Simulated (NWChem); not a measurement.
# C₄H₃ClO; SMILES o1c(Cl)ccc1

Results from NWChem. Structure relaxed at the PBE0/def2-SVP level.

### Question
Taking Hartree-Fock/def2-TZVPP as the yardstick, which of these has the fewest basis functions while keeping “highest occupied level (eV)” within 0.1 eV of it: Hartree-Fock/def2-TZVP; Hartree-Fock/STO-3G; Hartree-Fock/def2-SVP; Hartree-Fock/def2-SVPD?

### Answer
Hartree-Fock/def2-SVP (a larger set in the list lies outside the tolerance).
| level | basis functions | highest occupied level (eV) | relative time (rough) |
|---|---|---|---|
| Hartree-Fock/STO-3G | 37 | -7.43 | 1 |
| Hartree-Fock/def2-SVP | 103 | -8.77 | 4 |
| Hartree-Fock/def2-SVPD | 154 | -8.84 | 20 |
| Hartree-Fock/def2-TZVP | 210 | -8.70 | 30 |
| Hartree-Fock/def2-TZVPP | 239 | -8.70 | 40 |

The yardstick is one finite set, not the basis-set limit.
